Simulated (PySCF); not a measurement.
Species: C₇H₉ClNP.
Cartesian coordinates in Å at the PBE0-D3(BJ)/def2-SVP level; atoms count from 1:
```
atom  x, y, z in Å
C1    -2.1785    1.2885   -0.0652
N2    -1.3970    0.0954    0.1312
C3    -2.0563   -1.1703    0.3245
C4    -0.0325    0.1711    0.0619
C5     0.7517   -0.9909    0.2422
C6     2.1358   -1.0328    0.1966
C7     2.9285    0.0943   -0.0398
Cl8    4.6589   -0.1155   -0.0709
C9     2.3920    1.3515   -0.2483
P10    0.7064    1.7609   -0.2620
H11   -2.0490    1.7064   -1.0817
H12   -1.8865    2.0811    0.6475
H13   -3.2412    1.0630    0.0858
H14   -3.1419   -1.0167    0.3156
H15   -1.8109   -1.8932   -0.4742
H16   -1.7903   -1.6339    1.2913
H17    0.2464   -1.9388    0.4371
H18    2.6356   -1.9907    0.3529
H19    3.0831    2.1809   -0.4273
```

Level: PBE0/pcSseg-1 in PySCF, non-relativistic, on one gas-phase PBE0-D3(BJ)/def2-SVP geometry that isn't relaxed in the solvent. The solvent is an IEF-PCM continuum (cavity from Bondi-type radii × 1.2). Only the electrostatic response of the medium enters.

Gas phase at PBE0/pcSseg-1: HOMO -5.80 eV, LUMO -1.36 eV, dipole 4.43 D.

What does the continuum do to the energy, the frontier levels and the dipole at PBE0/pcSseg-1 in tetrahydrofuran and acetone?

| solvent | ε | E(solvent) − E(gas) (kJ/mol) | polarisation term (kJ/mol) | distortion of the solute (kJ/mol) | HOMO (eV) | LUMO (eV) | dipole (D) |
| --- | --- | --- | --- | --- | --- | --- | --- |
| tetrahydrofuran | 7.426 | -19.03 | -22.46 | 3.43 | -5.79 | -1.44 | 5.78 |
| acetone | 20.49 | -22.21 | -26.93 | 4.72 | -5.80 | -1.46 | 5.99 |

The polarisation term is half the interaction of the solute with the surface charges that it induces; the rest is the cost of distorting the solute's density. The sum is the electrostatic part of solvation alone. From tetrahydrofuran to acetone the lowering changes by a factor 1.17, Onsager's factor (ε − 1)/(2ε + 1) by 1.15 and ε itself by 2.8.

Which radius a makes the point-dipole formula ΔE = −[(ε − 1)/(2ε + 1)]·μ²/a³ give the value in acetone, with the gas-phase dipole?

μ = 1.743 au and |ΔE| = 0.00846 Eh give a = 2.91 Å; the farthest nucleus lies 4.66 Å from the centroid of the nuclei, so such a sphere wouldn't even hold the nuclei. The formula assumes a rigid point dipole at the centre of a sphere.

Give the dipole vector in the frame of the coordinates (D, pointing from negative to positive charge), gas and acetone.

Gas (-4.13, -1.55, 0.40), solvent (-5.49, -2.34, 0.58). Its length changes by +35 % and its direction by 3°.

Which Mulliken charges (PBE0/pcSseg-1) respond most in acetone (means over atoms taken as equivalent)?

| atoms | environment | gas (e) | solvent (e) | change |
| --- | --- | --- | --- | --- |
| P10 | phosphorus bonded to 2 C | +0.408 | +0.343 | -0.065 |
| H17 | aromatic hydrogen | +0.110 | +0.136 | +0.026 |
| C7 | aromatic C–Cl carbon | -0.193 | -0.214 | -0.021 |
| Cl8 | aryl chlorine | -0.097 | -0.117 | -0.020 |
| H18 | aromatic hydrogen | +0.106 | +0.121 | +0.015 |
| H19 | aromatic hydrogen | +0.140 | +0.154 | +0.014 |

Which Mayer bond orders change most in acetone?

| bond | length (Å) | gas | solvent | change |
| --- | --- | --- | --- | --- |
| N2–C4 | 1.368 | 1.062 | 1.095 | +0.033 |
| C7–Cl8 | 1.743 | 1.066 | 1.046 | -0.020 |
| C6–C7 | 1.398 | 1.295 | 1.277 | -0.018 |
| C4–C5 | 1.413 | 1.276 | 1.259 | -0.017 |
| C5–C6 | 1.386 | 1.542 | 1.559 | +0.017 |
| P10–C4 | 1.783 | 1.192 | 1.176 | -0.016 |
| N2–C3 | 1.440 | 0.961 | 0.949 | -0.012 |
| C9–P10 | 1.735 | 1.327 | 1.316 | -0.011 |

How do the nuclear quadrupole coupling constants eQVzz/h respond in acetone?

```json
{"nucleus": "14N at N2", "Q (barn)": "0.02044", "gas (MHz)": "-5.61", "solvent (MHz)": "-5.24", "η gas": "0.06", "η solvent": "0.02"}
{"nucleus": "35Cl at Cl8", "Q (barn)": "-0.0817", "gas (MHz)": "-74.90", "solvent (MHz)": "-73.28", "η gas": "0.06", "η solvent": "0.07"}
```

The run took 46 s on one thread, Intel Xeon 6975P-C (x86_64), shared host, and the process peaked at 1.2 GiB of memory. This is the whole shielding run at PBE0/pcSseg-1 in acetone, SCF included.
